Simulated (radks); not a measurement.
Problem. Re XXXIII, configuration [Kr] 4d7. Method: non-relativistic Kohn-Sham, PBE, spin-polarised, spherical densities, point nucleus; open shells are filled with parallel spins first (spin-orbit coupling, left out, can overturn this in heavy ions); relativity is left out, which matters for an element this heavy; computed with a radial shooting solver on a logarithmic mesh with Libxc functionals. Some entries of the table are withheld. Estimate them.

orbital  occ.  eigenvalue (hartree)  <r^2> (bohr^2)
1s up       1             -2454.515       0.0005451
1s down     1             -2454.513       0.0005451
2s up       1             -442.7609        0.008524
2s down     1             -442.6371        0.008523
2p up       3             -426.4590        0.006301
2p down     3             -426.3646        0.006300
3s up       1             -135.9825         0.05243
3s down     1             -135.9203         0.05237
3p up       3             -128.5244         0.04837
3p down     3             -128.4611         0.04832
3d up       5                   (1)         0.03745
3d down     5                   (2)         0.03743
4s up       1             -58.15990          0.2163
4s down     1             -57.90519          0.2167
4p up       3             -54.91848             (3)
4p down     3             -54.66296             (4)
4d up       5             -49.09737          0.2111
4d down     2             -48.83843          0.2116

Solution. 
(1) 3d up eigenvalue (hartree): -114.7107
(2) 3d down eigenvalue (hartree): -114.6169
(3) 4p up <r^2> (bohr^2): 0.2163
(4) 4p down <r^2> (bohr^2): 0.2168
